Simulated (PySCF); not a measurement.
Si(Me)(OH)2(SH) (CH₆O₂SSi), SMILES O[Si](S)(C)O.

The structure is a stationary point at PBE0-D3(BJ)/def2-SVP. The values are those of a single conformer.

The numbers are results of PySCF 2.14.0 with TDDFT-PBE/def2-SVPD, not measurements.

Vertical excitations. The molecule is in vacuum.

Computed excitation energies, oscillator strengths and character:
```csv
state,energy (eV),λ (nm),f,main pairs
S1,5.41,229,0.029,HOMO→LUMO 99 %
S2,6.27,198,0.020,HOMO→LUMO+1 98 %
S3,6.33,196,0.034,HOMO−1→LUMO 98 %
S4,6.46,192,0.013,HOMO→LUMO+2 92 %
S5,6.63,187,0.011,HOMO→LUMO+3 90 %
S6,6.99,177,0.009,HOMO→LUMO+4 95 %
S7,7.02,177,0.006,HOMO−2→LUMO 95 %
S8,7.21,172,0.024,HOMO−1→LUMO+1 82 %
S9,7.35,169,0.011,"HOMO−1→LUMO+2 54 %, HOMO−3→LUMO 42 %"
S10,7.38,168,0.005,HOMO→LUMO+5 89 %
T1,5.18,239,0,HOMO→LUMO 98 %
T2,5.95,208,0,HOMO→LUMO+1 96 %
T3,6.13,202,0,HOMO−1→LUMO 98 %
T4,6.29,197,0,HOMO→LUMO+2 93 %
```
Triplets are in the Tamm–Dancoff approximation, which puts them higher than full response would, so one can lie above its singlet here.
